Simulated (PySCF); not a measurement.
# benzenethiol: adiabatic energies of losing or gaining an electron at several levels

Structure: `Sc1ccccc1` (C6H6S).

All levels share the PBE0-D3(BJ)/def2-SVP structures and the PBE0-D3(BJ)/def2-SVP thermal terms; only the single-point energies (PySCF) change. Values are adiabatic energies of losing or gaining an electron (0 K, eV).

Measured (NIST Chemistry WebBook): adiabatic ionisation energy 8.30 eV.

| level | ionisation energy to the radical cation | time |
| --- | --- | --- |
| HSE06/ma-def2-TZVP (grid 4, damp 0.5) | 8.07 | 10 min |
| B3LYP-D3(BJ)/6-311+G** | 8.12 | 89 s |
| ωB97X-D3(BJ)/6-31G* | 8.16 | 33 s |
| ωB97X-D3(BJ)/ma-def2-TZVP | 8.25 | – |

Times are wall times for all single points of a level on 1 thread of Arm Neoverse V2, a shared host; the dash marks the run that also made the structures. HSE06 ran on a slower path of this set-up, which computes the density-fitting integrals anew in every SCF cycle while the other levels store them. This lengthens the times of such levels.

The spread: 0.18 eV, from 8.07 to 8.25.
